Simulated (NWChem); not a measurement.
Correlation energy of H₄HfS

```xyz
6

Hf    -0.0296     0.4283     0.0000
H     -1.8278     0.8709     0.0000
H      0.7950     1.1403     1.4927
H      0.7950     1.1403    -1.4927
S      0.2194    -1.9937     0.0000
H     -1.1396    -2.0923     0.0000
```
Charge 0, spin multiplicity 1.

Everything below was run with NWChem. All single points use one geometry, from B3LYP/def2-SVP with def2 effective core potentials on Hf, a minimum by its harmonic frequencies.

Basis set: def2-TZVP. Each correlation energy counts from its own Hartree-Fock reference.

Effective core potentials replace the inner electrons of Hf; spin-orbit coupling is left out. The correlated methods keep 5 core orbitals frozen. The structure started from a generated list of species. No row is a measurement; the coupled-cluster row has its own basis-set and correlation limits.

| method | correlation energy (mHa) |
|---|---|
| MP2 | -454.4 |
| SCS-MP2 | -448.9 |
| CCSD | ___ |
| CR-CCSD[T] | -505.5 |
| CR-CCSD(T) | ___ |

What belongs in the gaps?


- CCSD, correlation energy (mHa): -491.8
- CR-CCSD(T), correlation energy (mHa): -504.9
